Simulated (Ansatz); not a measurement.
One change: `CSB[SiH3]` becomes `CSB(F)[SiH3]`.

Ansatz, PBE0-D4/def2-TZVP geometries, multiplicity 1. Each molecule was computed in one conformer, which needn't be the lowest.

```
                             property  `CSB[SiH3]`
 HOMO–LUMO gap (PBE0/def2-TZVPP) / eV         6.45
    HOMO energy (PBE/def2-TZVPP) / eV        -6.88
    LUMO energy (PBE/def2-TZVPP) / eV        -2.43
HOMO–LUMO gap (B3LYP/def2-TZVPP) / eV         6.05
  HOMO–LUMO gap (PBE/def2-TZVPP) / eV         4.45
HOMO energy (ωB97M-V/def2-TZVPP) / eV       -10.15
```

Q: Give the same properties after the change, and the shifts. (An estimate is asked.)

A: The calculation gave: 
```tsv
property	`CSB(F)[SiH3]`	shift
HOMO–LUMO gap (PBE0/def2-TZVPP) / eV	6.50	0.05
HOMO energy (PBE/def2-TZVPP) / eV	-6.57	0.31
LUMO energy (PBE/def2-TZVPP) / eV	-2.12	0.31
HOMO–LUMO gap (B3LYP/def2-TZVPP) / eV	6.09	0.04
HOMO–LUMO gap (PBE/def2-TZVPP) / eV	4.46	0.01
HOMO energy (ωB97M-V/def2-TZVPP) / eV	-9.91	0.24
```

With PBE0 the HOMO rises by 0.24 eV and the LUMO rises by 0.30 eV, so the gap widens by about 0.06 eV. PBE moves the HOMO by 0.31 eV and ωB97M-V by 0.24 eV.

B3LYP here is the variant with VWN-RPA as its local correlation; programs differ in this.
